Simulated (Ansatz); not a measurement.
Geometry optimisation, UKS PBE-D4/def2-SVP (Ansatz 0.2.0).

Input file:

```yaml
crystal:
  periodic: [false, false, false]
  atoms:
    - { symbol: O, position_ang: [0.28753, -0.71195, -1.97556] }
    - { symbol: B, position_ang: [0.16997, -0.47363, -0.68593] }
    - { symbol: C, position_ang: [-0.01985, -0.00121, 0.57555] }
    - { symbol: S, position_ang: [-0.06288, -0.03046, 2.24126] }
    - { symbol: H, position_ang: [0.09531, -0.028, -2.61247] }
    - { symbol: H, position_ang: [-0.34963, 1.02044, 0.76414] }
magnetization:
  spin_polarized: true
  initial_magnetization: 1
basis:
  gaussian: { orbitals: def2-SVP }
hamiltonian:
  xc: pbe
  dispersion: d4
relax:
  f_tol: 0.02
  max_steps: 50
output:
  orbitals: {}
```

Command:

```bash
$ ansatz run input.yaml --threads 2 --pin off --max-ram 3072MiB --backend cpu --events-out ev --progress --plain --runs-dir out
```

Question: Where does it end, and by what steps?

Answer: The run converged. After 22 steps the energy has fallen by 2.132 eV; S4 moved furthest, 1.50 Å. Joined: B2–S4 (2.97 → 1.87 Å).

```
step  energy less start (eV)  largest force component (eV/Å)  accepted
   0                  0.0000                           2.352       yes
   1                 -0.3189                           1.494       yes
   2                 -0.7060                           1.023       yes
   3                 -0.7946                           1.623       yes
   4                 -1.0031                           1.258       yes
   5                 -0.9874                           1.543        no
   6                 -1.1081                           0.832       yes
   7                 -1.1707                           0.678       yes
   8                 -1.2580                           0.644       yes
   9                 -1.3163                           0.476       yes
  10                 -1.4241                           0.673       yes
  11                 -1.5157                           0.642       yes
  12                 -1.6006                           0.754       yes
  13                 -1.6837                           0.703       yes
  14                 -1.8926                           0.738       yes
  15                 -1.8954                           2.270       yes
  16                 -1.9974                           0.678       yes
  17                 -1.9467                           2.291        no
  18                 -2.1028                           0.242       yes
  19                 -2.1292                           0.113       yes
  20                 -2.1281                           0.341        no
  21                 -2.1321                           0.029       yes
  22                 -2.1324                           0.001       yes
```

```xyz
6
Properties=species:S:1:pos:R:3
O 0.109 -0.384 -1.888
B 0.038 -0.102 -0.571
C -0.458 0.640 0.566
S 0.711 -0.620 1.100
H 0.720 -1.114 -2.093
H -0.999 1.356 1.192
```

Time of the run: 21 s on 2 threads of Intel(R) Xeon(R) 6975P-C (Granite Rapids) (shared host), peak memory 0.19 GiB.
